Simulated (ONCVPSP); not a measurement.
# S (Z = 16): one change to an ONCV potential, before and after

```
Element                 : S (Z = 16)
Generator               : ONCVPSP 4.0.1
Type                    : optimised norm-conserving Vanderbilt (ONCV)
Functional              : LDA (Perdew-Wang 92)
Relativity              : scalar-relativistic
Frozen core             : [Ne]
Valence charge          : 6
Reference configuration : 3s2 3p2 (charge +2)
Partial waves           : 3s: rc 1.40 bohr, ncon 4, nbas 9, qcut 5.5 1/bohr, 1 projector; 3p: rc 1.15 bohr, ncon 5, nbas 9, qcut 8.1 1/bohr, 3 projectors, debl 1.6 Ha
Local potential         : polynomial inside 0.75 bohr (lpopt 5, dvloc0 0 Ha)
Core correction         : Teter function, fcfact 2.75, rcfact 1.45
```

Change: s: qcut 7.8.

Cutoffs: the cutoffs (Ha) at which the residual kinetic energy of the hardest occupied pseudo-wave falls to 1 and 0.1 mHa per electron; they do not see the model core or the augmentation charge, which bear on the density cutoff. Errors are all-electron minus pseudo energies relative to the spin-unpolarised reference configuration.

Task: Predict the effect on cutoff, ghosts and configuration errors.

Result: The potential gets neither clearly harder nor softer (146 Ha and 193 Ha → 146 Ha and 193 Ha); both files keep a bound ghost (p, s); the number of tests with a reliable result goes from 4 to 3; of the 3 tests that both files solve, the error grows in 0 and shrinks in 2 by more than 15 % and 0.3 meV (median size 8.0 → 4.9 meV).

| quantity | base | changed |
| --- | --- | --- |
| cutoff, loose | 146 Ha | 146 Ha |
| cutoff, tight | 193 Ha | 193 Ha |
| loose cutoff by channel | s 13 Ha, p 146 Ha | s 15 Ha, p 146 Ha |
| bound ghosts | s, p | s, p |
| GHOST(+) flags under 300 eV | none | none |
| tests with a reliable result | 4 of 4 | 3 of 4 |
| error for 3s2 3p4, meV [ΔE -34.23 eV] | -27 | -17 |
| error for 3s2 3p3, meV [ΔE -22.37 eV] | -8.0 | -4.9 |
| error for 3s1 3p4, meV [ΔE -11.57 eV] | +2.5 | +2.6 |
| s: phases at 1.42 bohr within 0.05 rad from the reference energy up to (Ha; the scan ends near 5) | to the end of the scan | to the end of the scan |
| p: phases at 1.17 bohr within 0.05 rad from the reference energy up to (Ha; the scan ends near 5) | to the end of the scan | to the end of the scan |
| rms error of d²Exc/dni dnj with the model core, mHa | 1.39 | 1.48 |

 A true bound ghost makes a file unfit for plane-wave use even where its test errors are small: the radial tests pick states by their node count and pass the ghost by.
